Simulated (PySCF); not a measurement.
O4Rh, charge +1, multiplicity 1. Atoms are numbered in the order given.

```xyz
5

Rh     0.0000     0.0000     0.0000
O      0.9716     0.9716     0.9716
O     -0.9716     0.9716    -0.9716
O     -0.9716    -0.9716     0.9716
O      0.9716    -0.9716    -0.9716
```
Charge +1, spin multiplicity 1.

The structure is a stationary point at B3LYP-D3(BJ)/def2-SVP. The spin state was assumed, not searched. The def2 effective core potentials stand for the cores of Rh; spin–orbit coupling is left out.

The numbers are results of PySCF with TDDFT-LC-ωPBE/def2-SVPD, not measurements.

Vertical excitations; the highest root listed may be one member of a degenerate set. Gas-phase values at a fixed geometry. State labels are in the subgroup D2.

Question: Give excitation energies, oscillator strengths and character. (Estimate from the structure and the level; the computed values follow.)

Answer: 
```
state  symmetry  energy (eV)  λ (nm)      f                                                                   main pairs
-----  --------  -----------  ------  -----  ---------------------------------------------------------------------------
S1           B1         1.65     751  0.000                                               HOMO−2→LUMO+1 (degenerate set)
S2           B3         1.65     751  0.000                                                   HOMO→LUMO (degenerate set)
S3           B2         1.65     751  0.000                                  HOMO−1→LUMO+1, HOMO−1→LUMO (degenerate set)
S4           B2         2.44     508  0.003      HOMO−1→LUMO, HOMO−1→LUMO+1, HOMO−4→LUMO+1, HOMO−4→LUMO (degenerate set)
S5           B1         2.44     508  0.003                                  HOMO−2→LUMO, HOMO−5→LUMO+1 (degenerate set)
S6           B3         2.44     508  0.003                                    HOMO→LUMO+1, HOMO−3→LUMO (degenerate set)
S7           B1         2.77     448  0.000                                                 HOMO−5→LUMO (degenerate set)
S8           B2         2.77     448  0.000                                  HOMO−4→LUMO, HOMO−4→LUMO+1 (degenerate set)
S9           B3         2.77     448  0.000                                               HOMO−3→LUMO+1 (degenerate set)
S10           A         3.51     354  0.000  HOMO−6→LUMO+1 53 %, HOMO→LUMO+4 23 %, HOMO−1→LUMO+3 11 %, HOMO−5→LUMO+2 8 %
T1           B1         0.89    1395      0                                                 HOMO−2→LUMO (degenerate set)
T2           B2         0.89    1395      0                                  HOMO−1→LUMO, HOMO−1→LUMO+1 (degenerate set)
T3           B3         0.89    1395      0                                                 HOMO→LUMO+1 (degenerate set)
T4           B2         1.34     924      0                                         HOMO−1→LUMO+1 50 %, HOMO−1→LUMO 41 %
```
Triplets are in the Tamm–Dancoff approximation, which puts them higher than full response would, so one can lie above its singlet here.
